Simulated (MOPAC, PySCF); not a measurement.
C3H4O, SMILES `OC=C=C` (C–C–O–H torsion 0°), neutral singlet in the gas phase. 

Cartesian coordinates (Å):
```xyz
8

C      1.5370     0.0887     0.2054
C      0.2942    -0.1313    -0.1171
C     -0.9477    -0.3575    -0.4461
O     -2.0575     0.2377     0.1013
H      2.1296     0.8537    -0.2886
H      2.0374    -0.4852     0.9803
H     -1.2181    -1.0686    -1.2161
H     -1.7750     0.8625     0.7809
```
Charge 0, multiplicity 1.

All levels are single points at this geometry (B3LYP-D3(BJ)/def2-TZVP); Pople sets use spherical d functions. Orbital energies aren't observables, and empty levels follow the basis.

```json
[
 {"level": "PBE-D3(BJ)/def2-TZVP in PySCF", "HOMO (eV)": "-5.42", "LUMO (eV)": "-1.35", "gap (eV)": "4.08", "dipole (D)": "1.16", "vertical IE, Delta-SCF (eV)": "–"},
 {"level": "ωB97X-D3(BJ)/def2-TZVP in PySCF", "HOMO (eV)": "-9.07", "LUMO (eV)": "1.83", "gap (eV)": "10.90", "dipole (D)": "1.28", "vertical IE, Delta-SCF (eV)": "–"},
 {"level": "B3LYP/6-31G* in PySCF", "HOMO (eV)": "-6.08", "LUMO (eV)": "-0.03", "gap (eV)": "6.06", "dipole (D)": "1.22", "vertical IE, Delta-SCF (eV)": "8.73"},
 {"level": "BP86/6-31G* in PySCF", "HOMO (eV)": "-5.13", "LUMO (eV)": "-0.93", "gap (eV)": "4.20", "dipole (D)": "1.15", "vertical IE, Delta-SCF (eV)": "–"},
 {"level": "M06-2X/6-31G* in PySCF", "HOMO (eV)": "-7.64", "LUMO (eV)": "1.09", "gap (eV)": "8.73", "dipole (D)": "1.33", "vertical IE, Delta-SCF (eV)": "–"},
 {"level": "PBE/6-31G* in PySCF", "HOMO (eV)": "-5.02", "LUMO (eV)": "-0.84", "gap (eV)": "4.18", "dipole (D)": "1.14", "vertical IE, Delta-SCF (eV)": "8.59"},
 {"level": "SVWN5/6-31G* in PySCF", "HOMO (eV)": "-5.13", "LUMO (eV)": "-1.06", "gap (eV)": "4.08", "dipole (D)": "1.23", "vertical IE, Delta-SCF (eV)": "8.79"},
 {"level": "HF/3-21G in PySCF", "HOMO (eV)": "-9.31", "LUMO (eV)": "4.21", "gap (eV)": "13.52", "dipole (D)": "1.65", "vertical IE, Delta-SCF (eV)": "–"},
 {"level": "HF/6-31G* in PySCF", "HOMO (eV)": "-9.32", "LUMO (eV)": "4.21", "gap (eV)": "13.53", "dipole (D)": "1.44", "vertical IE, Delta-SCF (eV)": "–"},
 {"level": "HF/STO-3G in PySCF", "HOMO (eV)": "-7.33", "LUMO (eV)": "8.16", "gap (eV)": "15.49", "dipole (D)": "1.08", "vertical IE, Delta-SCF (eV)": "–"},
 {"level": "AM1 in MOPAC", "HOMO (eV)": "-9.42", "LUMO (eV)": "0.99", "gap (eV)": "10.41", "dipole (D)": "1.19", "vertical IE, Delta-SCF (eV)": "–"},
 {"level": "PM6 in MOPAC", "HOMO (eV)": "-9.40", "LUMO (eV)": "0.55", "gap (eV)": "9.95", "dipole (D)": "1.50", "vertical IE, Delta-SCF (eV)": "–"},
 {"level": "PM7 in MOPAC", "HOMO (eV)": "-9.51", "LUMO (eV)": "0.47", "gap (eV)": "9.98", "dipole (D)": "1.44", "vertical IE, Delta-SCF (eV)": "–"}
]
```
